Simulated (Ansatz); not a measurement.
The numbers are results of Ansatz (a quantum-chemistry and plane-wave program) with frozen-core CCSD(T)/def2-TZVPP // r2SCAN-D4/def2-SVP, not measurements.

Ansatz 0.2 input:
```yaml
crystal:
  periodic: [false, false, false]
  atoms:
    - { symbol: Y, position_ang: [0.008136, -0.016977, 0.022095] }
    - { symbol: Cl, position_ang: [2.348598, 0.533262, -0.41227] }
    - { symbol: Cl, position_ang: [-1.018299, -1.943425, -1.075366] }
    - { symbol: Cl, position_ang: [-1.306705, 1.360715, 1.552533] }
basis:
  gaussian: { orbitals: def2-TZVPP }
correlation:
  method: ccsd_t
```

Output:

```
Functional definition: HF
1126 factors; integrals over basis functions are off by at most 8.6e-4 eV
mean field evaluation 1: about -38548.7387 eV, gradient 2.5e1 eV
mean field evaluation 2: about -38548.8301 eV, gradient 2.5e1 eV
mean field evaluation 4: about -38550.9599 eV, gradient 1.5e0 eV
mean field evaluation 8: about -38550.9897 eV, gradient 2.1e-4 eV
mean field evaluation 16: about -38550.8108 eV, gradient 1.5e0 eV
mean field -38550.98971721 eV, -1416.7227413081 hartree, gradient 2.1e-6 eV, S^2 0.000000; 0 other end points of the search recorded, 0 dependent functions left out
15 core orbitals not correlated
reference -38550.98971721 eV, -1416.7227413081 hartree; 16, 16 occupied and 151, 151 virtual orbitals, 1126 factors
second order -21.92333225 eV of doubles, -0.00000000 eV of singles
cycle   1  -22.74695283 eV  change   -8.2e-1 eV  update   9.4e-2
cycle   2  -23.12360177 eV  change   -3.8e-1 eV  update   2.9e-2
cycle   3  -23.24022305 eV  change   -1.2e-1 eV  update   1.7e-2
cycle   4  -23.22960873 eV  change    1.1e-2 eV  update   4.5e-3
cycle   5  -23.22700764 eV  change    2.6e-3 eV  update   1.6e-3
cycle   6  -23.22720441 eV  change   -2.0e-4 eV  update   4.7e-4
cycle   7  -23.22714800 eV  change    5.6e-5 eV  update   1.7e-4
cycle   8  -23.22717628 eV  change   -2.8e-5 eV  update   5.6e-5
cycle   9  -23.22720570 eV  change   -2.9e-5 eV  update   2.1e-5
perturbative correction -0.95131669 eV, -0.0349602435 hartree
Total energy: -38575.16823960 eV, -1417.6112856171 hartree
```

Cost: roughly 70 core-seconds.
